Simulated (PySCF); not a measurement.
**Two-component Hartree-Fock for Ho(37+) (holmium, charge +37)**

Start: [Ar] 3d10 4s2. Calculated with PySCF 2.14 in an even-tempered Gaussian basis (19 s from 1.7 bohr⁻², ratio 2.6; 15 p from 2.3 bohr⁻², ratio 2.6; 10 d from 2.3 bohr⁻², ratio 2.6; 6 f from 2.3 bohr⁻², ratio 2.8): generalised Hartree-Fock with the X2C-1e Hamiltonian and a Gaussian nucleus; spin-orbit coupling (SO) screened by Boettger's factors.

```tsv
spinor shell	electrons	ε, screened SO (eV)	weight of nominal j (screened SO)	rms radius, screened SO (bohr)
1s1/2	2	-57503.2	1.000	0.0236
2s1/2	2	-11055.7	1.000	0.0950
2p1/2	2	-10586.5	1.000	0.0812
2p3/2	4	-9721.3	1.000	0.0878
3s1/2	2	-3669.7	1.000	0.241
3p1/2	2	-3464.5	1.000	0.232
3p3/2	4	-3273.0	1.000	0.245
3d3/2	4	-2937.2	1.000	0.216
3d5/2	6	-2895.4	1.000	0.220
4s1/2	2	-1717.3	1.000	0.491
```

```tsv
quantity	screened SO
E (hartree)	-11798.85446
M_J	0
⟨J²⟩	0.000
⟨L²⟩	0.040
⟨S²⟩	0.040
```

Breit and QED terms are absent; they matter most for the inner s and p1/2 levels.

Densities and radii are taken from the X2C orbitals without a picture-change correction, which distorts them close to the nucleus.
